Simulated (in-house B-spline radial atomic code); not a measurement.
## Ionising Ir+ with different functionals

Computed with a B-spline radial code for spherical atoms: four-component Dirac-Coulomb Hamiltonian, Fermi nucleus of rms radius 5.4032 fm, spin-restricted, spherical fractional occupations for the functionals, and exact exchange of hybrids averaged over the configuration. The ionisation energy is the difference of two self-consistent energies, [Xe] 4f14 5d7 6s1 → [Xe] 4f14 5d7, without Breit or QED terms; ε is the level of the shell that loses the electron (mean over j).

| method | rung | ΔSCF (eV) | -ε(6s) (eV) |
| --- | --- | --- | --- |
| B3LYP | global hybrid | ? | ? |
| CAM-B3LYP | range-separated hybrid | 17.35 | 15.71 |
| wB97X | range-separated hybrid | 17.04 | 16.53 |
| HSE06 | range-separated hybrid | ? | ? |

**Question.** What does B3LYP give?

**Answer.** ΔSCF 17.47 eV, and -ε(6s) = 14.38 eV.

**Question.** What does HSE06 give?

**Answer.** ΔSCF 17.24 eV, and -ε(6s) = 14.02 eV.

**Question.** Among the functionals, which spreads more, the ΔSCF values or the orbital energies?

**Answer.** The orbital energies: ΔSCF values span about 0.43 eV and the orbital energies 2.51 eV; here energy differences depend much less on the functional than eigenvalues do.

**Question.** How do they compare with the NIST value?

**Answer.** NIST lists 17.0 eV ± 0.3 (semi-empirical, ground level to ground level). Errors run from +0.04 to +0.47 eV; all lie within about twice that uncertainty, so the table can't rank the methods.
